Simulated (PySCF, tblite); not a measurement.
Isomers of C7H11 (doublet state). Calculated harmonic vibrations of the isolated species, GFN2-xTB (tblite), most abundant isotopes, no scaling. This tight-binding method is rough: wavenumbers can miss measured ones by several per cent, in bad cases by 10 to 20. One conformer each. Open shells enter through the occupations alone, without spin polarisation, and single modes of such species can be off by tens of per cent.

Electronic energies: B3LYP/pcH-1 single points on the GFN2-xTB geometries (PySCF, gas phase).

```csv
SMILES,"electronic energy, lowest = 0 (kJ/mol)"
[CH]=C=C(C)CCC,115.2
[CH2]C1(C2CC2)CC1,188.3
[CH2]C1=CCC[C@@H]1C,0.0
C=C([CH]C)C1CC1,94.9
[CH2]CCCC=C=C,177.2
```

**Question.** How do GFN2-xTB zero-point energies change the relative energies?

**Answer.** 
| SMILES | ZPE (kJ/mol) | of it from modes above 1550 cm⁻¹ | electronic (kJ/mol) | with ZPE, lowest = 0 (kJ/mol) | lowest mode (cm⁻¹) | rings |
| --- | --- | --- | --- | --- | --- | --- |
| [CH2]C1=CCC[C@@H]1C | 411.4 | 199.0 | 0.0 | 0.0 | 93 | 1 |
| C=C([CH]C)C1CC1 | 406.0 | 202.0 | 94.9 | 89.5 | 52 | 1 |
| [CH]=C=C(C)CCC | 402.6 | 211.9 | 115.2 | 106.4 | 14 | 0 |
| [CH2]CCCC=C=C | 397.4 | 211.3 | 177.2 | 163.2 | 39 | 0 |
| [CH2]C1(C2CC2)CC1 | 407.2 | 204.0 | 188.3 | 184.1 | 78 | 2 |

The zero-point energies span 14.0 kJ/mol, from `[CH2]CCCC=C=C` to `[CH2]C1=CCC[C@@H]1C`. The order is unchanged.

**Question.** And how do the electronic energies of GFN2-xTB itself compare?

**Answer.** `[CH2]C1=CCC[C@@H]1C` 0.0; `C=C([CH]C)C1CC1` 106.6; `[CH]=C=C(C)CCC` 142.5; `[CH2]CCCC=C=C` 245.6; `[CH2]C1(C2CC2)CC1` 155.0 kJ/mol, lowest = 0. Against the energies above, taken from the same isomer `[CH2]C1=CCC[C@@H]1C`, the largest difference is 68.4 kJ/mol.

**Question.** What do entropy and thermal enthalpy add at 298.15 K and 1 bar (rigid rotor, harmonic oscillator, one conformer each)?

**Answer.** 
```
             SMILES  point group  symmetry number  S (J/(mol K))  H − H(0) (kJ/mol)  ZPE + H − H(0) − TS (kJ/mol)
[CH2]C1=CCC[C@@H]1C           C1                1          351.2              21.76                         328.4
    C=C([CH]C)C1CC1           C1                1          375.4              24.09                         318.2
      [CH2]CCCC=C=C           C1                1          408.8              27.43                         303.0
  [CH2]C1(C2CC2)CC1           C1                1          354.0              22.25                         323.9
```

S holds R ln(2S + 1) for the spin.

Not tabulated: `[CH]=C=C(C)CCC` (lowest mode only 14 cm⁻¹).
